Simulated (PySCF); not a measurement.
Calculation: PySCF with PBE-D3(BJ)/def2-TZVP // B3LYP-D3(BJ)/def2-TZVP. Isolated molecules, 0 K electronic values unless said otherwise. Delta-SCF ions had no search for a lower state. Excitations are Tamm–Dancoff values on a coarser integration grid. The basis has no diffuse functions, so Rydberg states are missing or too high.

Reference species (SMILES): `C(C)=C=N` (neutral, multiplicity 1).

```json
{
  "S1 oscillator strength": "0.001",
  "T1 excitation (TDA)": "3.89 eV",
  "vertical ionisation energy (Delta-SCF)": "8.66 eV",
  "S1–T1 gap (TDA)": "0.48 eV"
}
```

Changed species: `N=C1CC1`.

Problem. Predict the effect on the S1 oscillator strength, T1 excitation (TDA), vertical ionisation energy (Delta-SCF) and S1–T1 gap (TDA).

Solution. the S1 oscillator strength is nearly the same; the T1 excitation (TDA) goes up by 0.02 eV, to 3.91 eV; the vertical ionisation energy (Delta-SCF) increases by 0.57 eV, to 9.23 eV; the S1–T1 gap (TDA) goes up by 0.28 eV, to 0.76 eV.
